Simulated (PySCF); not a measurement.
## Bond length, frequency and bond energy of LaN by level of theory

State: singlet, about 0.2 electrons in the 4f shell (Mulliken). Set-up: La x2c-TZVPall, N x2c-TZVPall; spin-free X2C with a Gaussian nucleus (PySCF 2.14). De refers to La (5d1 6s2) + N in their high-spin ground configurations, without counterpoise correction. A positive dipole means La(−)N(+).

```
      Level  Re (Å)  ωe (cm⁻¹)  De (eV)  μ (D)
        RHF   1.776        978      n/a  -8.69
    RHF-MP2   1.879        712      n/a    n/a
RHF-SCS-MP2   1.868        741      n/a    n/a
   RHF-CCSD   1.810        887     4.68    n/a
RHF-CCSD(T)   1.831        834     5.12    n/a
        PBE   1.820        859     6.35  -7.20
       BP86   1.827        844     6.25  -7.16
       TPSS   1.822        852     6.04  -7.29
     r²SCAN   1.811        876     5.58  -7.33
       PBE0   1.796        915     5.67  -7.60
      HSE06   1.798        907     5.59  -7.58
```

The bond length runs from 1.776 Å (RHF) to 1.879 Å (RHF-MP2). De spans 4.68 eV (RHF-CCSD, coupled cluster) to 6.35 eV (PBE, GGA).

Correlated steps freeze 19 core orbitals. Spin–orbit coupling is left out, which matters for elements this heavy, above all for dissociation energies. Where the molecule has an RHF reference, its open-shell atoms are computed with UHF.

The whole job (state search and all levels along the bond) took about 4.3 min on 4 threads of AMD EPYC 9R45 96-Core (shared host), peak memory 5.2 GiB.
